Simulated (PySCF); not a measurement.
# TDDFT excited states: C5H9O2P

C5H9O2P.
Atom-mapped SMILES: `[CH3:1][O:2][C:3]1=[CH:4][CH2:5][P@H:6](=[O:7])[CH2:8]1` (hydrogens: H9, H10, H11 on C1; H12 on C4; H13, H14 on C5; H15 on P6; H16, H17 on C8)

Method: TDDFT CAM-B3LYP/def2-SVPD, vertical, gas phase, core orbitals frozen in the response (PySCF 2.14.0, density-fitted response routines). Isolated species at its GFN2-xTB geometry (one conformer only).

```json
{"state": "S1", "E (eV)": "6.41", "λ (nm)": "193.5", "f": "0.016", "|μ| (D)": "0.81", "main configurations (H = HOMO, L = LUMO)": "H→L (89%)"}
{"state": "S2", "E (eV)": "6.68", "λ (nm)": "185.5", "f": "0.151", "|μ| (D)": "2.44", "main configurations (H = HOMO, L = LUMO)": "H→L+1 (91%)"}
{"state": "S3", "E (eV)": "6.96", "λ (nm)": "178.2", "f": "0.0059", "|μ| (D)": "0.47", "main configurations (H = HOMO, L = LUMO)": "H→L+2 (62%), H→L+3 (24%)"}
{"state": "S4", "E (eV)": "7.25", "λ (nm)": "171.0", "f": "0.025", "|μ| (D)": "0.95", "main configurations (H = HOMO, L = LUMO)": "H→L+3 (55%), H→L+2 (18%)"}
{"state": "S5", "E (eV)": "7.36", "λ (nm)": "168.6", "f": "0.013", "|μ| (D)": "0.68", "main configurations (H = HOMO, L = LUMO)": "H-1→L+1 (61%), H-1→L+5 (8%)"}
{"state": "S6", "E (eV)": "7.44", "λ (nm)": "166.7", "f": "0.044", "|μ| (D)": "1.26", "main configurations (H = HOMO, L = LUMO)": "H→L+4 (64%)"}
{"state": "S7", "E (eV)": "7.49", "λ (nm)": "165.5", "f": "0.0016", "|μ| (D)": "0.24", "main configurations (H = HOMO, L = LUMO)": "H-2→L+1 (36%), H-2→L+5 (14%), H→L+4 (13%)"}
{"state": "S8", "E (eV)": "7.57", "λ (nm)": "163.7", "f": "0.023", "|μ| (D)": "0.90", "main configurations (H = HOMO, L = LUMO)": "H-1→L+2 (24%), H-1→L+4 (19%), H-1→L+1 (17%)"}
```

Triplets, Tamm–Dancoff:

```tsv
state	E (eV)	λ (nm)	main configurations (H = HOMO, L = LUMO)
T1	4.39	282.2	H→L+1 (71%)
T2	6.28	197.3	H→L (85%)
T3	6.81	182.2	H→L+2 (54%), H→L+3 (22%)
```

The lowest singlet lies at 6.41 eV (193 nm, vacuum ultraviolet) and is weak; its leading configuration is HOMO→LUMO (89%). The most intense listed level is S2 at 6.68 eV (186 nm, f = 0.151), 0.27 eV above S1. Löwdin shares by element: HOMO carbon 62% or more, oxygen 20% or more (atoms not listed hold the other 18%); LUMO carbon 36% or more, hydrogen 18% or more (atoms not listed hold the other 46%). The listed states span 1.17 eV, and the widest gap between neighbours is 0.29 eV (S3 to S4). The oscillator strengths of these states sum to 0.279; summed over the whole spectrum of an exact calculation they would give the number of electrons, 70 (Thomas–Reiche–Kuhn). Of the 8 states listed, 6 reach f = 0.01 and none stays under 0.0005. No computed singlet lies in the visible range (380 to 750 nm); the lowest, at 193 nm, stands 3.15 eV above its violet end (3.26 eV). Only the lowest 8 singlets were computed, as vertical energies without vibronic structure.

On an Arm Neoverse V1 with one thread, shared host with 32 logical CPUs at a one-minute load of 9.6, this took 70 s wall (with the writing of density and orbital grids) and 1.1 GiB of memory at its peak.
